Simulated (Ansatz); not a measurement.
`SB1N[SiH2]1` + HCl → `ClB1N[SiH2]1` + H₂S at 400 K and 1 bar (ligand exchange at a B–S bond).

Calculated with Ansatz (gas phase, PBE0-D4/def2-TZVP geometries, no zero-point term in ΔE). CCSD(T)/CBS is the MP2 limit (def2-TZVPP, def2-QZVPP) plus CCSD(T) − MP2 in def2-TZVPP, frozen cores. This one scheme is used for every species. Each species was taken in one conformer, which may not be the lowest.

```json
{"species": "`SB1N[SiH2]1`", "CCSD(T)/CBS energy (Eh)": "-768.78676", "H − E (kJ/mol)": "148.5", "S (J/(mol·K))": "336.3"}
{"species": "HCl", "CCSD(T)/CBS energy (Eh)": "-460.38127", "H − E (kJ/mol)": "29.6", "S (J/(mol·K))": "195.4"}
{"species": "`ClB1N[SiH2]1`", "CCSD(T)/CBS energy (Eh)": "-830.20065", "H − E (kJ/mol)": "123.6", "S (J/(mol·K))": "325.8"}
{"species": "H₂S", "CCSD(T)/CBS energy (Eh)": "-398.97279", "H − E (kJ/mol)": "53.4", "S (J/(mol·K))": "215.9"}
```

H − E and S are ideal-gas, rigid-rotor, harmonic terms from PBE0-D4/def2-TZVP, for one conformer and one mirror image of each species. 1 Eh = 2625.50 kJ/mol, R = 8.31446 J/(mol·K).

Problem. By hand: ΔE, ΔH, ΔS and ΔG.

Solution. ΔE = (-830.20065) + (-398.97279) − (-768.78676) − (-460.38127) = -0.00541 Eh = -14.2 kJ/mol. Δ(H − E) = 123.6 + 53.4 − 148.5 − 29.6 = -1.1, so ΔH = -15.3 kJ/mol. ΔS = 325.8 + 215.9 − 336.3 − 195.4 = 10.0 J/(mol·K). ΔG = -15.3 − 400 × (10.0)/1000 = -19.3 kJ/mol.

Problem. By hand: the equilibrium constant, and the temperature at which ΔG would vanish if ΔH and ΔS stayed fixed.

Solution. log₁₀ K = −ΔG/(RT ln 10) = 2.5. ΔH and −TΔS have one sign here, so there is no such temperature.

The number of gas molecules stays the same, so ΔS is small and ΔH decides. A doubt of 5 kJ/mol in ΔE shifts log₁₀ K by 0.7 here. Other conformers and mirror images would add mixing entropy, several J/(mol·K) or more a flexible species. These are equilibria of isolated gas molecules and say nothing of rates. Largest T1 diagnostic: 0.014 (customary marks: 0.02 for closed shells, 0.045 for open ones).

ΔS is within the doubt of such terms, so its sign, and with it that verdict, could turn.
